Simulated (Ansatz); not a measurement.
Cost and result for the atomization energy of `[CH3][Ge]([CH3])([OH])[OH]` (13 atoms, 12 bonds).

```csv
atom,x (Å),y (Å),z (Å)
C1,1.729,-0.024,0.496
Ge2,-0.165,0.195,0.155
C3,-0.942,-0.906,-1.236
O4,-0.338,1.935,-0.202
O5,-1.147,-0.181,1.597
H6,2.046,0.669,1.277
H7,1.942,-1.044,0.817
H8,2.300,0.192,-0.408
H9,-2.012,-0.709,-1.308
H10,-0.801,-1.962,-1.002
H11,-0.475,-0.689,-2.198
H12,-1.251,2.191,-0.351
H13,-0.887,0.335,2.363
```

Total charge 0; spin multiplicity 1. Correlated methods include outer-core shells of Ge, which these sets cover unevenly. Scalar relativity is left out up to krypton. The structure was optimised at the PBE0-D4/def2-TZVP level. It is one conformer, not always the lowest. Program: Ansatz. All runs use 4 threads of an Intel Xeon 6975P-C on a shared host. Times are those of one run each, without the atoms' runs, and a repeat can differ threefold. Electronic energies, without spin–orbit coupling; frozen cores. CCSD(T)/CBS adds CCSD(T) − MP2 in def2-TZVPP to the MP2 limit, and its time is that of the two runs behind it. T1 = 0.011. With those shells the extrapolation isn't a true limit.

CCSD(T)/CBS is a level of theory with its own doubt, some kJ/mol a heavy atom from the limit and from the frozen cores, so smaller differences don't rank the functionals.

```json
{"level": "revPBE-D4/def2-TZVPP", "functions": "284", "wall time": "1.7 s"}
{"level": "PBE-D4/def2-TZVPP (with forces)", "functions": "284", "wall time": "2.3 s"}
{"level": "PBE0-D4/def2-TZVPP", "functions": "284", "wall time": "2.7 s"}
{"level": "r2SCAN-D4/def2-TZVPP (with forces)", "functions": "284", "wall time": "3.4 s"}
{"level": "CAM-B3LYP-D4/def2-TZVPP", "functions": "284", "wall time": "3.5 s"}
{"level": "r2SCANh-D4/def2-TZVPP", "functions": "284", "wall time": "3.9 s"}
{"level": "B97M-V/def2-TZVPP", "functions": "284", "wall time": "5.5 s"}
{"level": "PBE-QIDH/def2-TZVPP", "functions": "284", "wall time": "5.5 s"}
{"level": "CCSD(T)/def2-SVP", "functions": "128", "wall time": "7 s"}
{"level": "ωB97M-V/def2-TZVPP (with forces)", "functions": "284", "wall time": "7.5 s"}
{"level": "MP2/def2-QZVPP", "functions": "557", "wall time": "23 s"}
{"level": "CCSD(T)/def2-TZVPP", "functions": "284", "wall time": "110 s"}
{"level": "CCSD(T)/CBS(def2)", "functions": "–", "wall time": "2.3 min"}
```

Task: What atomization energy does each give, and how far from CCSD(T)/CBS? (An estimate is asked.)

Result: Ansatz gave: 
```tsv
level	atomization (kcal/mol)	difference from CCSD(T)/CBS	per bond
revPBE-D4/def2-TZVPP	1141.2	-20.9	-1.7
PBE-D4/def2-TZVPP (with forces)	1170.1	8.0	0.7
PBE0-D4/def2-TZVPP	1150.2	-11.9	-1.0
r2SCAN-D4/def2-TZVPP (with forces)	1157.8	-4.3	-0.4
CAM-B3LYP-D4/def2-TZVPP	1158.3	-3.8	-0.3
r2SCANh-D4/def2-TZVPP	1150.3	-11.8	-1.0
B97M-V/def2-TZVPP	1156.4	-5.7	-0.5
PBE-QIDH/def2-TZVPP	1147.8	-14.3	-1.2
CCSD(T)/def2-SVP	1089.2	-72.9	-6.1
ωB97M-V/def2-TZVPP (with forces)	1155.7	-6.4	-0.5
MP2/def2-QZVPP	1168.3	6.2	0.5
CCSD(T)/def2-TZVPP	1135.6	-26.5	-2.2
CCSD(T)/CBS(def2)	1162.1	0.0	0.0
```

The D4 term adds +9.3 kcal/mol with B3LYP and +4.9 kcal/mol with PBE0; it sums over pairs of atoms, weighted by their polarisabilities, and B3LYP, whose exchange is more repulsive, gets the larger term. From PBE to PBE0 (25 % exact exchange), in def2-TZVPP and without D4, the atomization energy moves by −19.0 kcal/mol: exact exchange takes away binding that semilocal exchange gives to molecules. Leaving LDA and LC-ωPBE aside and taking each functional with its dispersion term where it has one, the values, not all of them listed here, spread over 52.3 kcal/mol, from BHLYP-D4 to PBE-D4. LDA lies +154.1 kcal/mol from PBE without D4, its usual overbinding.

B3LYP here is the variant with VWN-RPA as its local correlation; programs differ in this.

For some Ge, Se and Sn compounds the MP2-based and the directly extrapolated limit differ by 10 to 25 kJ/mol.
